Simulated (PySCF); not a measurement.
Species: `CN=[P@](C)(CCC#N)NC`. The columns A, B, C and D hold Mulliken, IAO, Hirshfeld and ESP-fitted charges (e) of one PBE0/pcSseg-1 density (PySCF), in a shuffled order. Coordinates in Å (GFN2-xTB); the density's dipole moment is (-5.14, -0.80, -0.59) D.

```tsv
atom	x	y	z	A	B	C	D
C1	0.536	1.680	-2.344	-0.095	+0.054	-0.294	-0.088
N2	0.127	0.399	-1.811	-0.730	-0.777	-0.834	-0.325
P3	-0.433	0.116	-0.386	+0.875	+0.996	+1.461	+0.435
C4	-2.002	0.934	0.204	-0.466	-0.634	-0.699	-0.168
C5	0.680	0.389	1.090	-0.458	-0.145	-0.509	-0.111
C6	2.014	-0.277	0.754	-0.200	-0.257	-0.297	-0.047
C7	2.992	-0.012	1.773	+0.064	+0.432	+0.143	+0.083
N8	3.744	0.218	2.604	-0.249	-0.516	-0.262	-0.242
N9	-0.635	-1.538	-0.390	-0.641	-0.668	-0.654	-0.183
C10	-1.511	-2.250	0.518	-0.096	+0.100	-0.305	-0.063
H11	-0.307	2.361	-2.495	+0.089	+0.021	+0.117	+0.025
H12	0.987	1.483	-3.319	+0.117	+0.074	+0.150	+0.037
H13	1.280	2.196	-1.728	+0.081	+0.013	+0.108	+0.024
H14	-1.822	2.002	0.306	+0.152	+0.164	+0.164	+0.052
H15	-2.765	0.780	-0.558	+0.156	+0.189	+0.166	+0.051
H16	-2.346	0.539	1.156	+0.136	+0.139	+0.157	+0.047
H17	0.252	-0.028	2.002	+0.158	+0.083	+0.152	+0.046
H18	0.811	1.465	1.238	+0.165	+0.073	+0.155	+0.048
H19	1.872	-1.357	0.654	+0.181	+0.100	+0.187	+0.060
H20	2.376	0.099	-0.209	+0.189	+0.132	+0.188	+0.063
H21	-0.680	-1.844	-1.355	+0.215	+0.320	+0.281	+0.120
H22	-1.225	-3.303	0.533	+0.131	+0.054	+0.156	+0.052
H23	-2.571	-2.185	0.248	+0.114	+0.019	+0.127	+0.039
H24	-1.385	-1.848	1.522	+0.114	+0.034	+0.142	+0.046
```

Which column most likely holds the ESP-fitted charges?

B. Σ q r misses the density's dipole by 0.09 D (B), 1.19 D (C), 1.25 D (D), 1.35 D (A). Charges fitted to the outside potential are the only set here that is tied to the molecule's multipoles.

And the Hirshfeld charges?

D. The mean sizes are 0.102 e (D), 0.245 e (A), 0.250 e (B), 0.321 e (C), and Hirshfeld charges are commonly the smallest of these schemes.

As computed, A = Mulliken, B = ESP-fitted, C = IAO, D = Hirshfeld. Hydrogens on carbon: Mulliken +0.08 to +0.19, ESP-fitted +0.01 to +0.19, IAO +0.11 to +0.19, Hirshfeld +0.02 to +0.06 e.

The Mulliken scheme counts on each atom the diagonal of the density matrix times the overlap matrix over that atom's basis functions. The IAO scheme projects the occupied orbitals on a minimal set of polarised atomic orbitals and counts the electrons in each atom's part of it.

Geometry: GFN2-xTB, one conformer, isolated molecule.

The values belong to the conformer `[CH3:1][N:2]=[P@:3]([CH3:4])([CH2:5][CH2:6][C:7]#[N:8])[NH:9][CH3:10]`: N2–P3–C5–C6 -47°, P3–C5–C6–C7 174°, N2–P3–N9–C10 -159°.
